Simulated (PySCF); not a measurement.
Isomers of C3H9NSi, mass 87.050 u with the commonest isotopes. Level of theory: PBE0-D3(BJ)/def2-SVP geometry optimisation, gas phase (PySCF). One conformer each, none proved a minimum here; rigid rotors.

Question: Order these by radius of gyration √(Σ m r²/M), smallest first.
A. `[CH2:1]1[CH2:2][NH:3][SiH2:4][CH2:5]1` with C5–C1–C2–N3 42°, C1–C2–N3–Si4 -27°, C2–N3–Si4–C5 5°, N3–Si4–C5–C1 18°
B. `[CH3:1][CH2:2]/[CH:3]=[N:4]\[SiH3:5]` with C1–C2–C3–N4 125°
C. `[CH3:1][N:2]1[CH2:3][SiH2:4][CH2:5]1` with C1–N2–C3–Si4 -157°, N2–C3–Si4–C5 19°, C3–Si4–C5–N2 -19°, C1–N2–C5–Si4 157°

Answer: A (1.491 Å), C (1.580 Å), B (1.919 Å).

Question: Order these by dipole moment, smallest first.
A. `[CH3:1][N:2]1[CH2:3][SiH2:4][CH2:5]1` with C1–N2–C3–Si4 -157°, N2–C3–Si4–C5 19°, C3–Si4–C5–N2 -19°, C1–N2–C5–Si4 157°
B. `[CH2:1]1[CH2:2][NH:3][SiH2:4][CH2:5]1` with C5–C1–C2–N3 42°, C1–C2–N3–Si4 -27°, C2–N3–Si4–C5 5°, N3–Si4–C5–C1 18°
C. `[CH3:1][CH2:2]/[CH:3]=[N:4]\[SiH3:5]` with C1–C2–C3–N4 125°

Answer: A (0.57 D), B (0.97 D), C (2.22 D).

Question: Order these by out-of-plane moment Σ m c² = (Ia + Ib − Ic)/2, largest first.
A. `[CH3:1][CH2:2]/[CH:3]=[N:4]\[SiH3:5]` with C1–C2–C3–N4 125°
B. `[CH3:1][N:2]1[CH2:3][SiH2:4][CH2:5]1` with C1–N2–C3–Si4 -157°, N2–C3–Si4–C5 19°, C3–Si4–C5–N2 -19°, C1–N2–C5–Si4 157°
C. `[CH2:1]1[CH2:2][NH:3][SiH2:4][CH2:5]1` with C5–C1–C2–N3 42°, C1–C2–N3–Si4 -27°, C2–N3–Si4–C5 5°, N3–Si4–C5–C1 18°

Answer: A (13.84 u·Å²), C (10.00 u·Å²), B (9.43 u·Å²).

| SMILES | point group | Ia (u·Å²) | Ib (u·Å²) | Ic (u·Å²) | κ | μa (D) | μb (D) | μc (D) |
| --- | --- | --- | --- | --- | --- | --- | --- | --- |
| CC/C=N\[SiH3] | C1 | 51.21 | 283.14 | 306.67 | -0.97 | 2.01 | 0.80 | 0.53 |
| CN1C[SiH2]C1 | Cs | 55.84 | 170.95 | 207.94 | -0.84 | 0.19 | 0.00 | 0.53 |
| C1CN[SiH2]C1 | C1 | 85.19 | 118.36 | 183.57 | -0.05 | 0.84 | 0.36 | 0.33 |
